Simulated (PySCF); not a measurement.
**Two-component Hartree-Fock for Ga (gallium, neutral)**

Start: [Ar] 3d10 4s1 4p1 4d1; 4s1/2 filled at m_j = +1/2; 4p3/2 filled at m_j = +3/2; 4d5/2 filled at m_j = +5/2. Calculated with PySCF 2.14 in x2c-TZVPall-2c with one added diffuse shell each of s, p, d type (7s8p5d1f, 63 functions): generalised Hartree-Fock with the X2C-1e Hamiltonian and a Gaussian nucleus; one run each with spin-orbit coupling (SO) switched off, then screened by Boettger's factors. This is a chosen level, not necessarily the ground level.

```tsv
spinor shell	electrons	ε, spin-free (eV)	ε, screened SO (eV)	weight of nominal j (screened SO)	rms radius, screened SO (bohr)
1s1/2	2	-10446.5	-10446.3	1.000	0.0560
2s1/2	2	-1346.0	-1346.0	1.000	0.235
2p1/2	2	-1167.9	-1186.9	1.000	0.209
2p3/2	4	-1167.9	-1158.7	1.000	0.212
3s1/2	2	-183.86	-183.89	1.000	0.699
3p1/2	2	-128.04	-130.67	0.999	0.730
3p3/2	4	-128.04	-126.82	1.000	0.740
3d3/2	4	-36.641	-36.976	0.962	0.889
3d5/2	6	-36.641	-36.473	0.975	0.893
4s1/2	1	-17.215	-17.227	0.999	2.46
4p3/2	1	-9.656	-9.606	1.000	3.28
4d5/2	1	-1.539	-1.545	1.000	5.94
```

```json
{"quantity": "E (hartree)", "spin-free": "-1941.81453", "screened SO": "-1941.87576"}
{"quantity": "M_J", "spin-free": "9/2", "screened SO": "9/2"}
{"quantity": "⟨J²⟩", "spin-free": "24.756", "screened SO": "24.756"}
{"quantity": "⟨L²⟩", "spin-free": "12.004", "screened SO": "12.006"}
{"quantity": "⟨S²⟩", "spin-free": "3.751", "screened SO": "3.753"}
```

Each row is a mean over spinors that exchange with the open shell spreads, by up to 0.490 eV (3s1/2).

Without spin-orbit coupling the j labels of p, d and f shells carry no meaning; the spin-free column gives the mean over the occupied spinors of each nl shell.
